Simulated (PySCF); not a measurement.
Ionisation energy of Ce⁵⁰⁺ by level of theory

Ce⁵⁰⁺ [He] 2s2 2p4 (3P) → Ce⁵¹⁺ [He] 2s2 2p3 (4S), as a difference of total energies. Computed with PySCF 2.14 in an even-tempered Gaussian basis (17 s from 25 bohr⁻², ratio 2.5; 11 p from 32 bohr⁻², ratio 2.5; 5 d from 130 bohr⁻², ratio 2.7; 4 f from 200 bohr⁻², ratio 2.7), with scalar relativity by spin-free X2C-1e. Correlated levels: nothing frozen; virtual orbitals above 40 to 60 times the deepest correlated orbital energy dropped. The calculations carry no spin-orbit coupling.

| method | ionisation energy (eV) |
| --- | --- |
| UHF | 9667.8 |
| MP2 (all electrons) | 9669.4 |
| SCS-MP2 (all electrons) | 9669.5 |
| CCSD (all electrons) | 9669.4 |
| CCSD(T) (all electrons) | 9669.4 |

Spin-orbit coupling is strong in these open shells (close to jj coupling). The scalar numbers leave it out and a first-order estimate fails, so it can dominate the gap to the real levels.

For this ion Breit and QED terms and the two-electron picture change, all absent here, outweigh the differences among the correlated methods.

For comparison: 9545 ± 4 eV (theoretical estimate listed by NIST; NIST Atomic Spectra Database, ionization energies).
